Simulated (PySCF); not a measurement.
HS (SMILES [SH-]), charge -1, singlet, geometry from GFN2-xTB (in this run its highest filled SCF level lies above zero, so its values depend strongly on the basis, on diffuse functions most of all); DF-SVWN5/def2-TZVPD (PySCF).

PySCF was given this input:
```python
from pyscf import gto, scf, dft
import numpy

mol = gto.M(
    atom='''
S    -0.000000   -0.000000   -0.078636
H     0.000000    0.000000    1.258176
''',
    basis='def2-tzvpd',
    charge=-1,
    spin=0,
    verbose=4,
)
print('smallest overlap eigenvalue', numpy.linalg.eigvalsh(mol.intor('int1e_ovlp'))[0])

mf = dft.RKS(mol)
mf.xc = 'lda,vwn'
mf = mf.density_fit(auxbasis='def2-universal-jkfit')
mf = scf.addons.remove_linear_dep_(mf, threshold=1e-3, lindep=1e-3)
mf.kernel()
```

Write the output that PySCF gives for this input, abridged.


```
PySCF version 2.14.0

[INPUT] verbose = 4
[INPUT] num. atoms = 2
[INPUT] num. electrons = 18
[INPUT] charge = -1
[INPUT] spin (= nelec alpha-beta = 2S) = 0
[INPUT] symmetry False subgroup None
[INPUT] Mole.unit = angstrom
[INPUT] Symbol           X                Y                Z      unit          X                Y                Z       unit  Magmom
[INPUT]  1 S      0.000000000000   0.000000000000  -0.078636000000 AA    0.000000000000   0.000000000000  -0.148600503531 Bohr   0.0
[INPUT]  2 H      0.000000000000   0.000000000000   1.258176000000 AA    0.000000000000   0.000000000000   2.377608056501 Bohr   0.0

nuclear repulsion = 6.33360216299674
number of shells = 21
number of NR pGTOs = 83
number of NR cGTOs = 55
basis = def2-tzvpd
ecp = {}
input.py:19: DeprecationWarning: remove_linear_dep_ is deprecated and will be removed in a future release. Linear dependency handling is now built into the SCF procedure by default. Linear dependency removal can be controlled using the following settings:
  pyscf.scf.hf.remove_overlap_zero_eigenvalue = True
  pyscf.scf.hf.overlap_zero_eigenvalue_threshold = 1e-6

  mf = scf.addons.remove_linear_dep_(mf, threshold=1e-3, lindep=1e-3)
smallest overlap eigenvalue 0.0028299173248248783
Applying remove_linear_dep_ on SCF object.
Using canonical orthogonalization with threshold 0.001

******** <class 'pyscf.df.df_jk.DFRKS'> ********
method = DFRKS
initial guess = minao
damping factor = 0
level_shift factor = 0
DIIS = <class 'pyscf.scf.diis.CDIIS'>
diis_start_cycle = 1
diis_space = 8
diis_damp = 0
SCF conv_tol = 1e-09
SCF conv_tol_grad = None
SCF max_cycles = 50
direct_scf = False
XC library pyscf.dft.libxc version 7.1.2
    S. Lehtola, C. Steigemann, M. J. T. Oliveira, and M. A. L. Marques,  SoftwareX 7, 1–5 (2018)
XC functionals = lda,vwn
    P. A. M. Dirac,  Math. Proc. Cambridge Philos. Soc. 26, 376 (1930)
    F. Bloch,  Z. Phys. 57, 545 (1929)
    S. H. Vosko, L. Wilk, and M. Nusair,  Can. J. Phys. 58, 1200 (1980)
radial grids:
    Treutler-Ahlrichs [JCP 102, 346 (1995); DOI:10.1063/1.469408] (M4) radial grids

becke partition: Becke, JCP 88, 2547 (1988); DOI:10.1063/1.454033
pruning grids: <function nwchem_prune>
grids dens level: 3
symmetrized grids: False
atomic radii adjust function: <function treutler_atomic_radii_adjust>
small_rho_cutoff = 0
Set gradient conv threshold to 3.16228e-05
Initial guess from minao.
tot grids = 28688
init E= -397.306870906553
  HOMO = -0.272312766492196  LUMO = -0.0280044164407478  gap/eV = 6.64797
cycle= 1 E= -397.370721429428  delta_E= -0.0639  |g|= 0.444  |ddm|= 0.851
  HOMO = 0.145540280729643  LUMO = 0.186385263942061  gap/eV = 1.11145
cycle= 2 E= -396.836476994191  delta_E= 0.534  |g|= 1.22  |ddm|= 2.02
  HOMO = 0.0191015448226553  LUMO = 0.149977485772879  gap/eV = 3.56132
cycle= 3 E= -397.459210506657  delta_E= -0.623  |g|= 0.0338  |ddm|= 1.59
  HOMO = 0.0338473633609054  LUMO = 0.155538075148019  gap/eV = 3.31137
cycle= 4 E= -397.459535160941  delta_E= -0.000325  |g|= 0.0199  |ddm|= 0.106
  HOMO = 0.0298994932109732  LUMO = 0.152324277549913  gap/eV = 3.33135
cycle= 5 E= -397.459649252514  delta_E= -0.000114  |g|= 0.0106  |ddm|= 0.0221
  HOMO = 0.0290466065927918  LUMO = 0.152044416197068  gap/eV = 3.34694
cycle= 6 E= -397.459687643564  delta_E= -3.84e-05  |g|= 0.00332  |ddm|= 0.00698
  HOMO = 0.0283558958917895  LUMO = 0.151654653750691  gap/eV = 3.35513
cycle= 7 E= -397.459691464096  delta_E= -3.82e-06  |g|= 0.000743  |ddm|= 0.00273
  HOMO = 0.0281652105120942  LUMO = 0.151545225744165  gap/eV = 3.35734
cycle= 8 E= -397.459691672476  delta_E= -2.08e-07  |g|= 2.38e-05  |ddm|= 0.000832
  HOMO = 0.0281638384292452  LUMO = 0.151548393335258  gap/eV = 3.35746
cycle= 9 E= -397.459691672744  delta_E= -2.69e-10  |g|= 3.16e-06  |ddm|= 3.63e-05
  HOMO = 0.0281630870093303  LUMO = 0.151548232572612  gap/eV = 3.35748
Extra cycle  E= -397.459691672739  delta_E= 5e-12  |g|= 4.9e-06  |ddm|= 7.87e-06
converged SCF energy = -397.459691672739
```
